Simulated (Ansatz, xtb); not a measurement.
Process, species as SMILES: [CH2-][Ge]([OH])([OH])[OH] → [CH3][Ge]([O-])([OH])[OH]
Each molecule is optimised on its own at B3LYP-D3(BJ)/def2-TZVP (Ansatz, a program for electronic structure), one conformer each, not searched for the lowest. Frequencies are from Ansatz.

Quantity: isomerisation energy (enthalpy at 298 K, with B3LYP-D3(BJ) rigid-rotor harmonic-oscillator terms), in eV. Cores are frozen in the correlated levels unless marked. No spin-orbit coupling. The frozen core is the preceding noble-gas configuration, with the filled d and f shells of earlier blocks. No relativistic terms. Anions need diffuse functions: aug- sets have them; def2-D sets add few; the other sets have none. Basis-set limits of correlation are two-point, X^-3; Hartree-Fock from the larger set. The bracket is a focal-point correction in the basis named.

```
level              program  isomerisation energy (eV)
-----------------  -------  -------------------------
GFN1-xTB               xtb                      -1.32
BLYP/def2-TZVPD     Ansatz                      -1.08
PBE0/def2-QZVPP     Ansatz                      -0.96
B2PLYP/def2-TZVPD   Ansatz                      -1.09
```

Q: What does RI-MP2/CBS(aug-cc-pVTZ,aug-cc-pVQZ)+[CCSD(T)-MP2]/aug-cc-pVTZ (Ansatz) give?

A: -0.99 eV, so B2PLYP/def2-TZVPD differs from it by -0.10 eV.
